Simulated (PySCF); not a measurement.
Geometry:
```tsv
atom	x (Å)	y (Å)	z (Å)
N1	1.362	-0.398	0.478
Si2	0.127	0.363	-0.464
B3	-1.605	-0.592	-0.013
F4	-1.691	-1.427	1.009
F5	-2.714	-0.403	-0.702
H6	1.139	-0.714	1.415
H7	2.333	-0.118	0.407
H8	-0.094	1.836	-0.239
H9	0.447	0.223	-1.919
```

Level of theory: σ from GIAO-PBE0/pcSseg-1, coordinates at the PBE0-D3(BJ)/def2-SVP level, in PySCF (one computed conformer, no solvent, one averaged value for each set of equivalent atoms, no relativistic terms).

Shifts are taken against calculated references (same method and geometry level): 1H (σref 31.27), 29Si (σref 351.99) against TMS; 15N (σref 265.67) vs NH3; 11B (σref 100.73) against BF3·OEt2; 19F (σref 177.25) vs CFCl3.

```json
{"atoms": "F4/F5", "nucleus": "19F", "count": "2", "δ (ppm)": "-20.9"}
{"atoms": "Si2", "nucleus": "29Si", "count": "1", "δ (ppm)": "-66.1"}
{"atoms": "N1", "nucleus": "15N", "count": "1", "δ (ppm)": "-4.7"}
{"atoms": "H8/H9", "nucleus": "1H", "count": "2", "δ (ppm)": "4.72"}
{"atoms": "B3", "nucleus": "11B", "count": "1", "δ (ppm)": "?"}
{"atoms": "H6/H7", "nucleus": "1H", "count": "2", "δ (ppm)": "?"}
```

Problem. Estimate the values marked ?.

Solution. 
- H6/H7: -0.11 ppm, hydrogen on a nitrogen bonded to Si; labile proton, position sensitive to the medium
- B3: 31.0 ppm, boron bonded to 2 F, Si

Exchangeable OH/NH protons stand at their gas-phase positions; hydrogen bonding in a real sample shifts them, mostly to higher δ. Unscaled 19F shifts against computed CFCl3 carry errors that often reach 10 to 50 ppm. Experimental scales use liquid or dissolved standards, which lie at an offset from isolated NH3 (liquid NH3: subtract about 20 ppm).
